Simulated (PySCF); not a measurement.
A small calculation by hand: entropy of an ideal gas

fluoro(silyl)silane (FH₅Si₂), SMILES [SiH3][SiH2]F.

Geometry optimised at B3LYP-D3(BJ)/def2-TZVP.

B3LYP-D3(BJ)/def2-TZVP (PySCF) gives the harmonic wavenumbers 101, 164, 359, 409, 518, 619, 741, 843, 853, 914, 945, 951, 966, 2210, 2223, 2224, 2226, 2235 cm⁻¹ and the rotational temperatures 0.7582, 0.1578, 0.1394 K. The molar mass is 80.21 g/mol, the symmetry number 1, the spin multiplicity 1.

**Question.** Work out the entropy at 298.15 K and 1 atm in the rigid-rotor, harmonic-oscillator model.

**Answer.** 
Translation (Sackur–Tetrode at 1 atm): S = R[1.5 ln M + 2.5 ln T − 1.16487] = 163.4 J/(mol K).
Rotation: q = (√π/σ) T^1.5/√(θA θB θC) = 70700, S = R[ln q + 3/2] = 105.3 J/(mol K).
Vibration: with u = 1.4388 ν/T, each mode gives R[u/(e^u − 1) − ln(1 − e^−u)]:
```csv
ν (cm⁻¹),modes,u,S (J/(mol K))
101,1,0.49,14.37
164,1,0.79,10.47
359,1,1.73,4.71
409,1,1.97,3.89
518,1,2.50,2.57
619,1,2.99,1.75
741,1,3.58,1.09
843,1,4.07,0.73
853,1,4.12,0.70
914,1,4.41,0.55
945,1,4.56,0.49
951,1,4.59,0.48
966,1,4.66,0.45
```
The stiffer modes add less than 0.005 each. Sum 42.3 J/(mol K).
Spin: R ln 1 = 0.0 J/(mol K).
Total 311.0 J/(mol K); the program's own thermochemistry gives 311.0. Translation makes up 53 % and vibration 14 %. Anharmonicity, hindered rotation and orbital degeneracy are left out.
